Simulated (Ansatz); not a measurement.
Program: Ansatz. Geometries: PBE0-D4/def2-TZVP. ΔE: electronic, gas phase. CCSD(T)/CBS adds triple-zeta CCSD(T) − MP2 to the extrapolated MP2 energy (def2 sets, frozen cores). DFT in def2-TZVPP. B3LYP here is the variant with VWN-RPA as its local correlation; programs differ in this. Each species was taken in one conformer, which may not be the lowest.

`COB(N)[SiH3]` → `BN[SiH2]CO`  (isomerisation)

`COB(N)[SiH3]`:

```xyz
13

C     1.968    0.050   -0.346
O     0.783    0.204   -1.083
B    -0.465    0.109   -0.536
N    -1.552    0.287   -1.402
Si   -0.836   -0.271    1.431
H     1.775   -0.147    0.715
H     2.567    0.960   -0.426
H     2.544   -0.785   -0.753
H    -2.508    0.237   -1.100
H    -1.432    0.477   -2.384
H    -0.259    0.767    2.334
H    -0.279   -1.582    1.876
H    -2.307   -0.305    1.676
```

`BN[SiH2]CO`:

Cartesian coordinates in Å:
```
B 1.330 0.808 -1.668
N 1.135 -0.387 -0.972
Si 0.388 -0.513 0.605
C -1.465 -0.170 0.541
O -2.017 -0.111 1.852
H 0.991 1.835 -1.147
H 1.825 0.801 -2.759
H 1.427 -1.245 -1.418
H 0.649 -1.881 1.122
H 0.989 0.488 1.528
H -1.673 0.743 -0.034
H -1.982 -0.983 0.024
H -1.599 0.614 2.325
```

CCSD(T)/CBS gives +0.74 eV.

Task: Another level gave +0.72 eV. Which?
A. B3LYP/def2-TZVPP
B. r2SCAN-D4/def2-TZVPP
C. PBE-D4/def2-TZVPP
D. MP2/def2-TZVPP

Result: D. MP2/def2-TZVPP 0.72, r2SCAN-D4 0.85, PBE-D4 0.90, B3LYP 0.81 eV.

Largest T1 diagnostic among the species: 0.013.

From PBE to PBE0 (25 % exact exchange), in def2-TZVPP and without D4, ΔE moves by −0.03 eV.
